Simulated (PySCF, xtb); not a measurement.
BiI2, SMILES [Bi]([I])[I], multiplicity 2.

Harmonic wavenumbers (cm⁻¹) from GFN2-xTB (xtb 6.7.1) at its own minimum, in rising order: 56, 189, 200.

Problem. What does PySCF with PBE0-D3(BJ)/def2-SVP give at its own minimum? (Estimate from the structure and the level; the computed values follow.)

Solution. 52, 173, 176. Paired by order, the mean absolute difference is 15 cm⁻¹ and the zero-point energies are 0.6 and 0.6 kcal/mol.
